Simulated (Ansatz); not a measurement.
Species: CH2I2, charge 0, singlet. CH2I2 (diiodomethane, SMILES ICI).
B3LYP-D3(BJ)/def2-TZVP minimum from Ansatz (a quantum-chemistry and plane-wave program):
```
C
H 1 1.0812
H 1 1.0812 2 112.07
I 1 2.1464 2 107.33 3 -117.59
I 1 2.1464 2 107.33 3 117.59
```

Total energies in hartree (Ansatz). Radicals and triplets start from unrestricted determinants; spin-orbit coupling is neglected. Correlated methods leave the cores frozen (noble-gas shells, and filled d and f shells in the p block). Past Kr the def2 sets carry scalar-relativistic core potentials. Where a partner has so few electrons that a lower coupled-cluster level is exact, that level stands in. Spin-orbit terms, left out, reach several kcal/mol for Br and I, and more for heavier atoms.

```tsv
species	HF/def2-TZVPP	CCSD(T)/def2-TZVPP	HF/def2-QZVPP	CCSD(T)/def2-QZVPP	CCSD(T)/def2-SVP	CCSDT(Q)/def2-SVP
1: CH2I2 (diiodomethane, SMILES ICI)	-632.35618	-632.86867	-632.36070	-632.92300	-632.67004	-632.67148
2: I (doublet)	-296.65857	-296.79430	-296.65973	-296.81374	-296.74085	-296.74112
3: C (triplet)	-37.69248	-37.78103	-37.69363	-37.78651	-37.71541	-37.71574
4: H (doublet)	-0.49981	-0.49981	-0.49998	-0.49998	-0.49928	-0.49928
```

### Question
Work out the atomisation energy (electronic, to ground-state atoms) in kJ/mol: take Hartree-Fock from def2-QZVPP, extrapolate the CCSD(T) correlation energy as X^-3 (X = 3, 4), and add CCSDT(Q) - CCSD(T) in def2-SVP. 1 hartree = 2625.5 kJ/mol.

### Answer

Species 1: correlation (64·(-0.56230) - 27·(-0.51249))/37 = -0.59865; step -0.00144; E1 = -632.36070 + (-0.59865) + (-0.00144) = -632.96079
Species 2: correlation (64·(-0.15401) - 27·(-0.13573))/37 = -0.16735; step -0.00027; E2 = -296.65973 + (-0.16735) + (-0.00027) = -296.82735
Species 3: correlation (64·(-0.09288) - 27·(-0.08855))/37 = -0.09604; step -0.00033; E3 = -37.69363 + (-0.09604) + (-0.00033) = -37.79000
Species 4: correlation (64·(0.00000) - 27·(0.00000))/37 = 0.00000; step +0.00000; E4 = -0.49998 + (0.00000) + (+0.00000) = -0.49998
-1·E1 +2·E2 +1·E3 +2·E4 = 0.51613 hartree = 1355.1 kJ/mol.
